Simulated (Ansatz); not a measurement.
Ansatz (a first-principles code) input:

Ansatz 0.2 input:
```yaml
crystal:
  periodic: [false, false, false]
  atoms:
    - {symbol: In, position_ang: [0.00708529, 0.01645100, 0.01878251]}
    - {symbol: Cl, position_ang: [2.23319145, -0.27865919, -0.46059807]}
    - {symbol: Cl, position_ang: [-0.90976088, -0.98096835, 1.87348998]}
    - {symbol: Cl, position_ang: [-1.30269313, 1.30707462, -1.35650931]}
basis:
  gaussian:
    orbitals: def2-TZVP
hamiltonian:
  xc: b3lyp
  dispersion: d3bj
relax: {f_tol: 0.002, max_steps: 150}
```

Problem. Predict the final energy.

Solution. -1571.04912 Eh (B3LYP-D3(BJ)/def2-TZVP). The basis has 161 functions. The run takes very roughly 30 core-seconds.
